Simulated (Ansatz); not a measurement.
System: ZrH3, charge 0, multiplicity 2. The spin state was set by rule; other spins were not relaxed. 
Structure (B3LYP-D3(BJ)/def2-TZVP (Ansatz, a first-principles code) minimum search):
```xyz
4

Zr     0.0201     0.0028    -0.0084
H      0.4733    -0.5595     1.7076
H     -0.6404     1.7340    -0.1901
H     -0.6363    -1.2860    -1.1809
```
Charge 0, spin multiplicity 2.

Total electronic energies in hartree. Cores are frozen in the correlated levels unless marked. UHF or UKS for open shells. No spin-orbit coupling. Frozen are the shells of the preceding noble gas and the d and f shells that filled before the atom's block. In def2 rows, elements after Kr have scalar-relativistic effective core potentials. CBS(X,Y): correlation extrapolated as X^-3; Hartree-Fock from the larger set. [CCSD(T)-MP2]/basis is that difference in the basis named.

```json
[
 {"level": "HF/def2-TZVPPD", "program": "Ansatz", "energy (Eh)": "-48.19596"},
 {"level": "RI-HF/def2-TZVPP", "program": "Ansatz", "energy (Eh)": "-48.19587"},
 {"level": "RI-HF/def2-TZVPPD", "program": "Ansatz", "energy (Eh)": "-48.19598"},
 {"level": "SVWN5/def2-TZVPD", "program": "Ansatz", "energy (Eh)": "-48.56534"},
 {"level": "BLYP-D4/def2-TZVPD", "program": "Ansatz + dftd4", "energy (Eh)": "-48.70704"},
 {"level": "r2SCAN-D4/def2-TZVPD", "program": "Ansatz + dftd4", "energy (Eh)": "-48.75247"},
 {"level": "PBE0/def2-TZVPD", "program": "Ansatz", "energy (Eh)": "-48.71537"},
 {"level": "BHLYP-D4/def2-TZVPD", "program": "Ansatz + dftd4", "energy (Eh)": "-48.65007"},
 {"level": "BHLYP/def2-TZVPD", "program": "Ansatz", "energy (Eh)": "-48.64724"},
 {"level": "r2SCANh/def2-TZVPD", "program": "Ansatz", "energy (Eh)": "-48.73763"},
 {"level": "HSE06-D4/def2-TZVPD", "program": "Ansatz + dftd4", "energy (Eh)": "-48.71504"},
 {"level": "CAM-B3LYP-D4/def2-TZVPD", "program": "Ansatz + dftd4", "energy (Eh)": "-48.69436"},
 {"level": "LC-wPBE-D3(BJ)/def2-TZVPD", "program": "Ansatz + dftd3", "energy (Eh)": "-48.75061"},
 {"level": "wB97X-V/def2-TZVPD", "program": "Ansatz", "energy (Eh)": "-48.70026"},
 {"level": "wB97X/def2-TZVPD", "program": "Ansatz", "energy (Eh)": "-48.72366"},
 {"level": "B2GP-PLYP-D4/def2-TZVPD", "program": "Ansatz + dftd4", "energy (Eh)": "-48.52635"},
 {"level": "B2PLYP-D3(BJ)/def2-TZVPD", "program": "Ansatz + dftd3", "energy (Eh)": "-48.56738"},
 {"level": "MP2/def2-TZVPPD", "program": "Ansatz", "energy (Eh)": "-48.30212"},
 {"level": "RI-MP2/def2-TZVPPD", "program": "Ansatz", "energy (Eh)": "-48.30210"},
 {"level": "RI-MP2/def2-QZVPPD", "program": "Ansatz", "energy (Eh)": "-48.31160"},
 {"level": "CCSD(T)/def2-QZVPPD", "program": "Ansatz", "energy (Eh)": "-48.33821"},
 {"level": "RI-MP2/CBS(def2-TZVPPD,def2-QZVPPD)+[CCSD(T)-MP2]/def2-TZVPPD", "program": "Ansatz", "energy (Eh)": "-48.3435"},
 {"level": "CCSD(T)/CBS(def2-TZVPPD,def2-QZVPPD)", "program": "Ansatz", "energy (Eh)": "-48.3411"}
]
```

Totals of different functionals don't rank their quality; only differences between species are comparable.
